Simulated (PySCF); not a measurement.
Match the calculated data to a structure.

All candidates are C4H5F3O.

| technique | computed result |
| --- | --- |
| 1H NMR | chemical shifts (computed TMS as zero) by class: 2.89 (2 H), 1.18 (3 H) ppm [GIAO PBE0/pcSseg-1] |
| Triplet | lowest triplet excitation (Tamm–Dancoff): 3.84 eV [TDA wB97X-D/def2-SVPD] |
| Couplings | largest of the computed one-bond spin–spin couplings (means over like bonds): 19F–13C -366.5 (×3), 13C–1H +135.3 (×3), 13C–1H +134.4 (×2), 13C–13C +68.2, 13C–13C +46.3, 13C–13C +35.2, 17O–13C +33.5 Hz [B3LYP/pcJ-1, spin–dipole term left out for some pairs] |
| Dipole | 2.94 D [wB97X-D/def2-SVPD] |
| 13C NMR | chemical shifts (computed TMS as zero) by class: 199.7 (1 C), 125.9 (1 C), 33.3 (1 C), 7.9 (1 C) ppm [GIAO PBE0/pcSseg-1] |
| Polarisability | 53.5 au [wB97X-D/def2-SVPD] |
| UV, strongest line | among the 8 lowest singlet transitions: S8 at 9.52 eV (130 nm, f = 0.117) [TDDFT wB97X-D/def2-SVPD] |
| UV, first state | lowest singlet excitation: 4.42 eV (281 nm, f = 0.000) [TDDFT wB97X-D/def2-SVPD] |
| Rotational structure | rotational constants A, B, C: 3.501, 1.413, 1.240 GHz [GFN2-xTB] |

Gas-phase values; electronic properties from PySCF, density fitting. Levels stand in brackets. Geometry: GFN2-xTB, one conformer, isolated molecule. NMR classes are plain means over equivalent atoms (diastereotopic ones count apart unless rotation or inversion swaps them), as if these changed places fast.

Task: Which candidate is it?
A. `CCC(=O)C(F)(F)F`
B. `C[C@@H](F)[C@@H](F)C(=O)F`
C. `CCC(F)(F)C(=O)F`

Result: A. It is `CCC(=O)C(F)(F)F`. Numbering: `[CH3:1][CH2:2][C:3](=[O:4])[C:5]([F:6])([F:7])[F:8]`. Its formula, C4H5F3O, gives 1 degree of unsaturation: 0 rings and 1 π bond in the structure found. 4 carbons fall into 4 classes; from least to most shielded: ketone carbonyl carbon [C3] (199.7 ppm), CF3 carbon [C5] (125.9 ppm), sp3 carbon next to a carbonyl [C2] (33.3 ppm), methyl carbon [C1] (7.9 ppm). Hydrogen classes from least to most shielded: 2 H on an sp3 carbon next to a carbonyl, C2 (2.89 ppm), 3 H on a methyl carbon, C1 (1.18 ppm). The couplings run between: -366.5 Hz, fluorine of a CF3 group [F6] and CF3 carbon [C5] (with 2 like pairs); +135.3 Hz, methyl carbon [C1] and its hydrogen (with 2 like pairs); +134.4 Hz, sp3 carbon next to a carbonyl [C2] and its hydrogen (with 1 like pair); +68.2 Hz, ketone carbonyl carbon [C3] and CF3 carbon [C5]; +46.3 Hz, sp3 carbon next to a carbonyl [C2] and ketone carbonyl carbon [C3]; +35.2 Hz, methyl carbon [C1] and sp3 carbon next to a carbonyl [C2]; +33.5 Hz, ketone oxygen [O4] and ketone carbonyl carbon [C3]. The optimised geometry has point group Cs and is an asymmetric top.

The others, at the same levels:
- `C[C@@H](F)[C@@H](F)C(=O)F` fails: its computed 13C shifts are 166.5 (1 C), 94.3 (1 C), 92.1 (1 C), 20.6 (1 C) ppm, 1H shifts are 5.10 (1 H), 4.78 (1 H), 1.66 (3 H) ppm and rotational constant A is 2.942 GHz (against 3.501 GHz).
- `CCC(F)(F)C(=O)F` fails: its computed 13C shifts are 163.1 (1 C), 123.8 (1 C), 34.3 (1 C), 9.1 (1 C) ppm, 1H shifts are 2.25 (2 H), 1.10 (3 H) ppm and rotational constant A is 2.316 GHz (against 3.501 GHz).

Each candidate is one conformer, not necessarily the lowest. Dipoles, sizes and rotational constants follow the conformer. The torsions of the flexible species, by atom-mapped SMILES:
- `[CH3:1][CH2:2][C:3](=[O:4])[C:5]([F:6])([F:7])[F:8]`: C1–C2–C3–O4 0°, C2–C3–C5–F6 180°
- `[CH3:1][C@@H:2]([F:3])[C@@H:4]([F:5])[C:6](=[O:7])[F:8]`: C1–C2–C4–F5 63°, C2–C4–C6–O7 107°
- `[CH3:1][CH2:2][C:3]([F:4])([F:5])[C:6](=[O:7])[F:8]`: C1–C2–C3–F4 180°, C2–C3–C6–O7 109°

One-bond C–F couplings are unscaled; at this level they come out some 30 % too large in size.
